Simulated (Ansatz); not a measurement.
Ideal-gas functions of C2H5BrSi (`C=C[SiH2]Br`) at 800 K and 1 bar, from an Ansatz frequency run at PBE0-D4/def2-TZVP.

Molar mass 137.05 g/mol, point group C1 (symmetry number 1), electronic degeneracy 1, moments of inertia 48.575, 343.283, 369.766 u Å². Harmonic wavenumbers (cm⁻¹, unscaled): 74, 159, 264, 408, 509, 588, 694, 738, 845, 939, 1010, 1023, 1042, 1289, 1442, 1669, 2239, 2248, 3134, 3155, 3218.

Use S(trans) = R[1.5 ln M + 2.5 ln T − 1.1517]; rotational temperatures θ = 24.2544 K / I; S(rot) = R[ln(√π/σ · √(T³/θAθBθC)) + 1.5]; for each mode x = 1.438777 ν̃/T, S = R[x/(eˣ − 1) − ln(1 − e⁻ˣ)] and H = RT x/(eˣ − 1); 1 cm⁻¹ = 0.0119627 kJ/mol; R = 8.31446 J/(mol·K).

**Question.** By hand: the entropy, in J/(mol·K).

**Answer.** Translation 190.7. Rotation: θ = 0.4993, 0.0707, 0.0656 K, giving 125.8. Vibration, mode by mode: 25.09, 18.75, 14.59, 11.07, 9.33, 8.23, 6.99, 6.55, 5.59, 4.88, 4.41, 4.33, 4.21, 2.97, 2.39, 1.73, 0.76, 0.75, 0.20, 0.19, 0.17, in all 133.2. Electronic 0.0. Sum 449.7 J/(mol·K).

**Question.** By hand: H − E and G − E in kJ/mol, counted from the electronic energy.

**Answer.** Zero-point energy ½ × 26687 × 0.0119627 = 159.6; thermal vibration 53.8; translation, rotation and pV give 4 RT = 26.6. H − E = 240.0 kJ/mol, and G − E = 240.0 − 800 × 449.7/1000 = -119.8 kJ/mol.

Vibration gives 30 % of the entropy, 25.1 J/(mol·K) of it from the mode under 150 cm⁻¹: soft modes count most, and the harmonic formula is weakest for them. The sum counts one conformer and one mirror image; others add a mixing term.
